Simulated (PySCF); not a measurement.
CHCl₂FOSi, SMILES [Si](F)(C=O)(Cl)Cl. The structure is a stationary point at r2SCAN-D4/def2-SVP. This is a generated structure with no PubChem entry under its InChIKey; it may be hypothetical. One conformer was computed; it need not be the lowest.

Computed equilibrium geometry at r2SCAN-D4/def2-SVP (PySCF confirms it by a frequency run) as Cartesian coordinates in Å (one conformer of several):
```xyz
7

O     -2.2838    -0.9907    -0.7690
C     -1.8501    -0.0684    -0.1236
Si     0.0166     0.0819     0.3071
F      0.1756     0.1862     1.9101
Cl     1.0392    -1.5410    -0.3682
Cl     0.7305     1.8207    -0.5044
H     -2.5272     0.7597     0.2384
```
Charge 0, spin multiplicity 1.
